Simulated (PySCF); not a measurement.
SiH2Br2, SMILES Br[SiH2]Br.

The structure is a stationary point at r2SCAN-D4/def2-SVP.

Two levels are set side by side: TDA-PBE/def2-SVPD (PySCF) and TDA-PBE0/def2-SVPD (PySCF). Vertical, same geometry. The lowest singlet is HOMO→LUMO 98 % with PBE and HOMO→LUMO 98 % with the other functional; states are paired by order. Differences are taken from unrounded values.

| quantity | TDA-PBE0 | TDA-PBE | TDA-PBE minus TDA-PBE0 |
|---|---|---|---|
| lowest singlet excitation (eV) | 6.31 | 5.71 | -0.59 |
| lowest triplet excitation (TDA) (eV) | 5.91 | 5.41 | -0.50 |
| first bright state (f over 0.05) (eV) | 7.75 | 6.01 | -1.74 |
| its oscillator strength | 0.06 | 0.05 | -0.01 |

Functionals without exact exchange tend to place singlet excitations lower, as here. Differences between two approximate levels are no errors against the true value.

Rough cost on one machine, each run with all the roots and properties that it gave: TDA-PBE0 against TDA-PBE about 3 times.
